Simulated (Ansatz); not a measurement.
Reaction (substitution at a C–C bond): `CCC(N)F` + `[OH][Sb]([F])[F]` → `C[O][Sb]([F])[F]` + `CC(N)F`

Program: Ansatz. Geometries: PBE0-D4/def2-TZVP. ΔE: electronic, gas phase. CBS: MP2 limit from def2 TZ/QZ plus the TZ coupled-cluster correction, frozen cores. DFT in def2-TZVPP. Elements past krypton have def2 core potentials. For Sb outer-core shells are correlated without core-valence functions, which leaves a few kJ/mol of doubt a bond. Each species was taken in one conformer, which may not be the lowest.

```csv
level,ΔE (kJ/mol),difference from CCSD(T)/CBS
PBE-D4,49.7,-3.4
PBE0-D4,52.7,-0.4
B2PLYP,48.7,-4.4
PBE,49.8,-3.3
r2SCAN,50.6,-2.5
PBE0,52.9,-0.2
HF/def2-TZVPP,44.9,-8.2
MP2/def2-TZVPP,55.9,2.8
MP2/def2-QZVPP,56.4,3.3
SCS-MP2/def2-QZVPP,52.0,-1.1
CCSD(T)/CBS,53.1,0
```

Largest T1 diagnostic among the species: 0.015.

From PBE to PBE0 (25 % exact exchange), in def2-TZVPP and without D4, ΔE moves by +3.1 kJ/mol. In def2-TZVPP, CCSD(T) changes the Hartree–Fock value by +7.2 kJ/mol (the triples alone add −0.2 kJ/mol) and MP2 by +11.0 kJ/mol.
